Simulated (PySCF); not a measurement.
Run record: geometry optimisation, `[H][Zr]([F])([F])[F]` (ZrHF3).

Method: PBE0-D3(BJ)/def2-SVP geometry optimisation, gas phase, def2 core potentials past Kr (PySCF 2.14.0). Start geometry: GFN2-xTB. A driver script takes a list of jobs; this job's settings line and coordinates (Å) are shown.

Input:
```
{"job": {"xc": "PBE0", "basis": "def2-SVP", "d3": "d3bj", "grid": 1, "maxiter": 30, "shake": 0.03, "kind": "geom"}, "charge": 0, "multiplicity": 1}
Zr     0.061850    -0.077320     0.109670
H     -0.006410    -0.031600     1.853000
F      1.648250     0.003280    -0.688070
F     -0.764150     1.494020    -0.643580
F     -0.864690    -1.498860    -0.693130
```

Output:
```
step   0  E = -346.86563145  max force = 0.082731
step   1  E = -346.88031512  max force = 0.020565
step   2  E = -346.88327324  max force = 0.010963
step   3  E = -346.88417714  max force = 0.005605
step   4  E = -346.88431014  max force = 0.002023
step   5  E = -346.88433421  max force = 0.000513
step   6  E = -346.88434312  max force = 0.000358
optimisation converged
```

Energies in Eh; «max force» is the largest Cartesian gradient component in Eh/bohr.

How much energy does the optimisation release, in kJ/mol?

E(step 0) − E(last step) = 0.018712 Eh, which is 49.1 kJ/mol.

Give the first gradient maximum in eV/Å.

With 1 Eh/bohr = 51.422 eV/Å, 4.254 eV/Å.

Summary of the converged run: final energy -346.88434 Eh after 6 steps; dipole 0.10 D.

Where do the atoms end?

0.152 Å rms from the input after alignment:
```
atom  x, y, z in Å
Zr1    0.0143   -0.0215   -0.0595
H2    -0.0486   -0.0547    1.7856
F3     1.8454   -0.0446   -0.5337
F4    -0.8381    1.5785   -0.5984
F5    -0.8983   -1.5681   -0.6561
```

Estimate the wall time. Hardware: one thread of an Arm Neoverse N1 (shared host). And the peak memory of the process?

About 32 s, with 0.30 GiB resident at the peak, the Python interpreter and its libraries included.
Labels such as C1 count atoms from 1, the log's own numbers from 0.
